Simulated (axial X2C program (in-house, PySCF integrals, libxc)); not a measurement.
Outer orbitals of AuSe at 2.306 Å, HF

Calculated with an axial X2C code built on PySCF integrals. Spin-free means the one-electron spin-free X2C Hamiltonian; two-component (2c) means X2C with spin–orbit coupling and atomic mean-field two-electron Coulomb and Gaunt terms, so the difference of the two also holds small scalar two-electron terms. Basis: Au dyall-v3z [13s14p9d6f2g], Se dyall-v3z [8s9p6d1f] (cores contracted in-house); Gaussian nuclei, density fitting, unrestricted open shells. Masses: Au 196.967 u, Se 79.917 u.

The distance is close to the 2c PBE0 minimum; the highest filled and lowest empty levels are listed.

Spin-free orbitals, state M_S = 1/2, Λ = 1 (beyond evenly filled blocks: π+α, π+β, π-α) (Löwdin shares):

```csv
symmetry,occupied,ε (eV),atomic character
σα,yes,-24.68,"74% Se s, 9% Au p, 9% Au d"
σβ,yes,-22.16,"71% Se s, 11% Au d, 9% Au p"
π+α,yes,-14.26,"90% Au d, 9% Se p"
π-α,yes,-14.26,"90% Au d, 9% Se p"
σα,yes,-14.20,"75% Au d, 18% Se p, 4% Se s"
π+β,yes,-14.10,"94% Au d, 5% Se p"
σβ,yes,-13.85,"76% Au d, 15% Se p, 7% Se s"
π-β,yes,-13.67,"96% Au d, 2% Se p"
δ-α,yes,-13.40,100% Au d
δ+α,yes,-13.40,100% Au d
δ+β,yes,-13.39,100% Au d
δ-β,yes,-13.37,100% Au d
σα,yes,-9.94,"54% Se p, 29% Au s, 13% Au d"
π-α,yes,-9.75,"80% Se p, 11% Au d, 5% Au p"
π+α,yes,-9.75,"80% Se p, 11% Au d, 5% Au p"
σβ,yes,-9.61,"53% Se p, 34% Au s, 9% Au d"
π+β,yes,-8.22,"82% Se p, 8% Au d, 7% Au p"
σα,no,-0.35,"50% Au s, 36% Au p, 10% Se p"
σβ,no,-0.26,"44% Au s, 39% Au p, 12% Se p"
π-β,no,-0.05,"57% Se p, 38% Au p, 2% Au d"
π+α,no,1.40,"96% Au p, 2% Se p"
π-α,no,1.40,"96% Au p, 2% Se p"
```

Spinors with spin–orbit coupling (state Ω = 3/2):

| ω | occupied | ε (eV) | atomic character | λ mixture |
| --- | --- | --- | --- | --- |
| 1/2 | yes | -24.67 | 74% Se s, 9% Au p, 9% Au d | 100% σ |
| -1/2 | yes | -22.19 | 71% Se s, 11% Au d, 9% Au p | 100% σ |
| 1/2 | yes | -15.14 | 89% Au d, 7% Se p | 58% π, 42% σ |
| -1/2 | yes | -15.10 | 89% Au d, 7% Se p, 2% Se s | 72% π, 28% σ |
| 3/2 | yes | -14.73 | 96% Au d, 3% Se p | 56% δ, 44% π |
| -3/2 | yes | -14.56 | 99% Au d | 74% δ, 26% π |
| 1/2 | yes | -13.60 | 78% Au d, 17% Se p, 2% Se s | 58% σ, 42% π |
| -1/2 | yes | -13.45 | 75% Au d, 18% Se p, 5% Se s | 71% σ, 29% π |
| 3/2 | yes | -13.41 | 92% Au d, 7% Se p | 56% π, 44% δ |
| -3/2 | yes | -12.94 | 97% Au d | 74% π, 26% δ |
| 5/2 | yes | -12.74 | 100% Au d | 100% δ |
| -5/2 | yes | -12.71 | 100% Au d | 100% δ |
| 1/2 | yes | -9.93 | 52% Se p, 30% Au s, 14% Au d | 99% σ, 1% π |
| -1/2 | yes | -9.89 | 79% Se p, 11% Au d, 5% Au p | 99% π, 1% σ |
| -1/2 | yes | -9.62 | 52% Se p, 34% Au s, 10% Au d | 100% σ |
| 3/2 | yes | -9.54 | 78% Se p, 12% Au d, 5% Au p | 100% π |
| 1/2 | yes | -8.38 | 81% Se p, 8% Au d, 7% Au p | 100% π |
| 1/2 | no | -0.35 | 49% Au s, 36% Au p, 10% Se p | 100% σ, 0% π |
| -1/2 | no | -0.26 | 44% Au s, 39% Au p, 12% Se p | 99% σ, 1% π |
| -3/2 | no | 0.05 | 56% Se p, 39% Au p, 3% Au d | 100% π |
| -1/2 | no | 1.37 | 95% Au p, 2% Se p | 100% π |

(1) How does the gap between the highest filled and lowest empty level change from the spin-free to the 2c table?

Mulliken charges and populations of the two-component result (they depend on the basis, above all on diffuse functions):

Au 0.19 e (s 10.81 p 24.18 d 29.80 f 14.02), Se -0.19 e (s 7.92 p 16.22 d 10.04 f 0.01). ⟨Lz⟩ = 1.00 ħ and ⟨Sz⟩ = 0.50 ħ (-0.03 and 0.53 on the two atoms), which add up to Ω.

The state is one determinant whose occupation by symmetry is held fixed; it was picked as the lowest of a PBE0 search that is not exhaustive. The determinant is spin-polarised beyond a pure state at some levels (its spin-free form has ⟨S²⟩ too high), which makes Re and μ there less reliable. The stretched end of a curve changes character and is left out.

## Answers

(1) From 7.87 to 8.03 eV at HF, a change of 0.16 eV.
